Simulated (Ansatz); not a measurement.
quartet N: levels of theory in one basis

A single N atom.

Basis set: STO-3G (spherical functions). Frozen core: 1 orbital. Correlation on ROHF uses semicanonical orbitals with singles. Charge 0, multiplicity 4.

Computed with Ansatz (development build ahead of 0.2.0); each method stands on the lowest determinant of its kind that the runs found.

| method | E − E(ROHF) (eV) | <S²> of the determinant |
| --- | --- | --- |
| ROHF | 0.00 | 3.75 |
| ROHF-MP2 | 0.00 | – |
| ROHF-CCSD(T) | 0.00 | – |
| UHF-CCSDT | 0.00 | 3.75 |
| UHF-CCSDT(Q) | 0.00 | 3.75 |

Question: Is a single determinant a sound starting point here?

Answer: By this sign, yes. Unrestricted orbitals gain 0.00 eV and <S²> is 3.75 against 3.75 for a pure state.
